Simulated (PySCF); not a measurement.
Stationary points of VO₂Cl

All numbers come from PBE0 in PySCF with V def2-SVP, O def2-SVP, Cl def2-SVP; no relativity; density-fitted integrals.

Relaxations began from a few typed shapes. The search is not exhaustive: other isomers or separated fragments can lie lower, and high-lying points may rest on an excited occupation.

**Question.** Which is the lowest minimum found?
A. singlet Cs: V–Cl 2.177 Å, V–O 1.556 Å (×2); Cl–V–O 117.1° (×2), O–V–O 109.1°
B. singlet C2v: V–Cl 2.190 Å, V–O 1.556 Å (×2); Cl–V–O 124.6° (×2), O–V–O 110.8°

**Answer.** A. The others lie at 4.5 (singlet C2v, a saddle point) kJ/mol above it.

Formally V is in oxidation state +5, d0. The polar-tensor charge on V, 1.91, is far below the formal one.

For the lowest minimum: stability towards spin polarisation was not tested.
